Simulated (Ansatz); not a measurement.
Consider the ligand exchange at a Ga–C bond: `F/C=[C](/F)[GaH2]` + `O[SiH3]` → `[SiH3][O][GaH2]` + `F/C=C/F`.

Program: Ansatz. Geometries: PBE0-D4/def2-TZVP. ΔE: electronic, gas phase. CBS: MP2 limit from def2 TZ/QZ plus the TZ coupled-cluster correction, frozen cores. Double bonds are as drawn, so ΔE can hold a change between cis and trans. Functionals use def2-TZVPP. B3LYP here is the variant with VWN-RPA as its local correlation; programs differ in this. HSE06 is defined as in plane-wave codes. For Ga outer-core shells are correlated without core-valence functions, which leaves a few kJ/mol of doubt a bond. Scalar relativity is left out up to krypton.

| level | ΔE (kcal/mol) | difference from CCSD(T)/CBS |
| --- | --- | --- |
| r2SCANh-D4 | -19.1 | -0.2 |
| CAM-B3LYP-D4 | -20.1 | -1.2 |
| ωB97M-V | -18.5 | 0.4 |
| PBE-QIDH | -19.4 | -0.5 |
| revPBE | -17.3 | 1.6 |
| BLYP | -19.1 | -0.2 |
| B3LYP | -19.6 | -0.7 |
| r2SCANh | -19.1 | -0.2 |
| r2SCAN0 | -19.3 | -0.4 |
| HSE06 | -18.1 | 0.8 |
| MP2/def2-SVP | -22.0 | -3.1 |
| CCSD/def2-SVP | -22.3 | -3.4 |
| CCSD/def2-TZVPP | -20.2 | -1.3 |
| HF/def2-QZVPP | -23.4 | -4.5 |
| SCS-MP2/def2-QZVPP | -20.5 | -1.6 |
| CCSD/CBS(def2) | -19.3 | -0.4 |
| CCSD(T)/CBS | -18.9 | 0 |

Largest T1 diagnostic among the species: 0.014.

At CCSD(T), def2-SVP lies −3.1 kcal/mol from the extrapolated value and def2-TZVPP −0.9 kcal/mol. From PBE to PBE0 (25 % exact exchange), in def2-TZVPP and without D4, ΔE moves by −0.9 kcal/mol.
